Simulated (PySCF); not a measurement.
AsFH4O2Si, SMILES O[Si](O)(F)[AsH2].

Geometry optimised at B3LYP-D3(BJ)/def2-SVP. The structure was generated by enumeration, and PubChem lists no compound with its InChIKey, so it may never have been made. Other conformers were not sampled.

Two levels are set side by side: PBE/def2-TZVP (PySCF) and PBE0/def2-TZVP (PySCF). Same geometry, gas phase. Differences are taken from unrounded values.

```tsv
quantity	PBE0	PBE	PBE minus PBE0
orbital gap (eV)	7.98	6.00	-1.99
highest occupied level (eV)	-7.80	-6.68	1.13
lowest empty level (eV)	0.18	-0.68	-0.86
dipole moment (D)	1.25	1.25	0.00
mean polarisability (bohr³)	60.8	63.3	2.5
```

PBE's occupied levels lie high since its potential decays too fast outside the molecule; exact exchange lowers them and widens the gap. Loosely held outer electrons make PBE densities more polarisable. Differences between two approximate levels are no errors against the true value.

Rough cost on one machine, each run with all the roots and properties that it gave: PBE0 against PBE within a factor of 2.
